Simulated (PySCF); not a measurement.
Job file and geometry (Å, from GFN2-xTB) of an NMR shielding run on `C=CCC(=C=S)[SiH2]C`, C6H10SSi, GIAO PBE0/pcSseg-1 NMR shielding, non-relativistic, gas phase (PySCF 2.14.0, density-fitted response routines); density fitting, a coarse starting grid and PySCF grid level 2 are the driver's defaults:

```
$ OMP_NUM_THREADS=1 python probes_run.py task.json out

{"job": {"kind": "nmr", "xc": "PBE0", "basis": "pcSseg-1"}, "charge": 0, "multiplicity": 1}
C      1.542730     1.613856     1.133275
C      1.598825     0.298689     1.035818
C      1.566483    -0.447732    -0.260984
C      0.226310    -1.136243    -0.403869
C     -0.005368    -2.369896    -0.106710
S     -0.422657    -3.847963     0.192830
Si    -1.269651    -0.070601    -0.913091
C     -2.140134     0.585481     0.640051
H      1.500532     2.244610     0.260085
H      1.546326     2.117779     2.084805
H      1.631373    -0.321074     1.922297
H      1.709661     0.239962    -1.095569
H      2.360493    -1.197653    -0.278655
H     -0.712067     1.027756    -1.711623
H     -2.177930    -0.888132    -1.720525
H     -1.465081     1.176154     1.253451
H     -2.986754     1.212920     0.378279
H     -2.511852    -0.231596     1.252559
```

Q: What does the program print?

A: 
```
coarse grid: 15968 points
cycle   1  E = -921.5733190266  dE =  8.540e-01  |g| = 4.526e-01  |ddm| = 4.005e+00
cycle   2  E = -921.5527115701  dE =  2.061e-02  |g| = 5.366e-01  |ddm| = 8.493e-01
cycle   3  E = -921.6233268788  dE = -7.062e-02  |g| = 1.158e-01  |ddm| = 5.253e-01
cycle   4  E = -921.6267586113  dE = -3.432e-03  |g| = 3.836e-02  |ddm| = 1.665e-01
cycle   5  E = -921.6270936401  dE = -3.350e-04  |g| = 1.439e-02  |ddm| = 4.636e-02
cycle   6  E = -921.6271415841  dE = -4.794e-05  |g| = 6.103e-03  |ddm| = 2.106e-02
cycle   7  E = -921.6271521979  dE = -1.061e-05  |g| = 1.635e-03  |ddm| = 7.918e-03
cycle   8  E = -921.6271528393  dE = -6.413e-07  |g| = 3.687e-04  |ddm| = 1.965e-03
final grid: 144640 points
cycle   9  E = -921.6774526340  dE = -2.998e-05  |g| = 1.006e-02  |ddm| = 4.402e-02
cycle  10  E = -921.6773860024  dE =  6.663e-05  |g| = 1.789e-02  |ddm| = 2.725e-02
cycle  11  E = -921.6774769911  dE = -9.099e-05  |g| = 3.293e-03  |ddm| = 2.111e-02
cycle  12  E = -921.6774801284  dE = -3.137e-06  |g| = 2.360e-04  |ddm| = 3.594e-03
cycle  13  E = -921.6774801419  dE = -1.355e-08  |g| = 9.956e-05  |ddm| = 4.108e-04
cycle  14  E = -921.6774801441  dE = -2.148e-09  |g| = 4.964e-05  |ddm| = 1.307e-04
cycle  15  E = -921.6774801446  dE = -5.757e-10  |g| = 1.486e-05  |ddm| = 5.852e-05
converged SCF energy = -921.6774801446

GIAO shielding tensors (ppm)
atom      isotropic    diamagn.    paramagn.     s11        s22        s33       span
  0 C       65.382     255.212    -189.830    -45.095     82.305    158.936    204.031
  1 C       39.149     258.096    -218.947    -85.593     47.213    155.827    241.419
  2 C      149.414     244.722     -95.308    136.445    152.308    159.490     23.044
  3 C      129.492     265.424    -135.932     25.828    141.055    221.593    195.765
  4 C      -57.605     264.655    -322.260   -197.585    -62.013     86.784    284.368
  5 S      290.707    1058.727    -768.021    111.649    171.745    588.726    477.077
  6 Si     369.316     881.204    -511.888    322.026    373.474    412.448     90.421
  7 C      190.391     254.119     -63.728    183.889    188.901    198.382     14.493
  8 H       26.370      32.116      -5.746     22.435     26.235     30.441      8.006
  9 H       26.469      29.644      -3.175     23.343     25.835     30.230      6.887
 10 H       25.491      32.251      -6.761     22.401     25.792     28.279      5.878
 11 H       29.474      31.374      -1.900     25.726     27.926     34.770      9.045
 12 H       28.273      29.858      -1.585     24.280     27.206     33.334      9.054
 13 H       27.264      30.656      -3.392     24.258     25.889     31.644      7.386
 14 H       26.923      29.514      -2.591     23.230     25.523     32.015      8.786
 15 H       30.971      33.181      -2.210     25.419     30.154     37.341     11.923
 16 H       31.695      29.295       2.400     27.082     27.854     40.148     13.066
 17 H       31.297      31.198       0.099     26.860     29.328     37.701     10.841
```

Q: Turn these shieldings into chemical shifts. Scale: $^{13}$C (σref 186.93) and $^{29}$Si (σref 349.16) and $^{1}$H (σref 31.72) against TMS; $^{33}$S (σref 503.73) against CS2 (reference shieldings calculated alike).

A: Averaging equivalent atoms: C 4: 244.5; C 1: 147.8; C 0: 121.5; C 3: 57.4; C 2: 37.5; C 7: -3.5; S 5: 213; Si 6: -20.2; H 10: 6.23; H 8: 5.35; H 9: 5.25; H 13/14: 4.62; H 11/12: 2.84; H 15/16/17: 0.40 ppm. 

Size and cost of the density-fitted run: 200 basis functions, 72 s wall time on 1 thread of an Arm Neoverse N1, shared host; peak memory 0.91 GiB.
